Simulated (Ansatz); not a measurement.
Species: RbI, net charge -1, doublet state. 
Geometry from a B3LYP-D3(BJ)/def2-TZVP (Ansatz, a program for electronic structure) optimisation:
```xyz
2

Rb     0.0000     0.0000    -2.0569
I      0.0000     0.0000     1.4359
```
Charge -1, spin multiplicity 2.

Basis-set convergence of Hartree-Fock and CCSD correlation energies (hartree) with Ansatz. Cores are frozen in the correlated levels unless marked. UHF or UKS for open shells. No spin-orbit coupling. The frozen core is the preceding noble-gas configuration, with the filled d and f shells of earlier blocks. The outer core of K, Ca and their heavier congeners is not correlated, a term that matters for these elements. Past Kr the def2 sets carry scalar-relativistic core potentials.

```tsv
basis	functions	E(HF)	E(corr, CCSD)
def2-SVPD	62	-320.57378	-0.11972
def2-TZVPPD	99	-320.57922	-0.16014
def2-QZVPPD	154	-320.58059	-0.18151
```

Extrapolating the two largest sets (X = 3 and 4) as X^-3: E(corr) = (64·(-0.18151) - 27·(-0.16014))/37 = -0.1971 Eh, an estimate of the basis-set limit. The largest set recovers 92.1 % of it, the smallest 60.7 %.
